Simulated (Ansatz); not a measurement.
Cl₃HSeSi, SMILES `Cl[Si](Cl)(Cl)[SeH]`, relaxed with RKS PBE0-D4/def2-TZVP in Ansatz 0.2.0 from a PBE-D4/def2-SVP geometry. The force threshold is 0.005 eV/Å; the program also tests the step.

The species carries charge 0 and has multiplicity 1.

Start:

```xyz
6

Cl   -0.113    2.063    0.652
Si    0.314    0.068    0.338
Cl    2.345   -0.239    0.519
Cl   -0.674   -1.005    1.800
Se   -0.220   -0.619   -1.761
H    -1.650   -0.268   -1.550
```

Task: How much energy does the relaxation release, and in how many steps? (An estimate is asked.)

Result: Computed: 0.04 eV, in 3 steps.

Task: Which bonds change most? (Best estimate.)

Result: Ansatz gave: Si2–Cl4 from 2.065 to 2.034 Å; Si2–Cl3 from 2.062 to 2.031 Å; Cl1–Si2 from 2.064 to 2.034 Å; Si2–Se5 from 2.272 to 2.249 Å.

Task: Give the relaxed structure. (Estimate.)

Result: Ansatz gave: 
```xyz
6

Cl   -0.108    2.031    0.643
Si    0.314    0.066    0.334
Cl    2.315   -0.231    0.523
Cl   -0.662   -0.990    1.772
Se   -0.223   -0.611   -1.742
H    -1.636   -0.265   -1.531
```
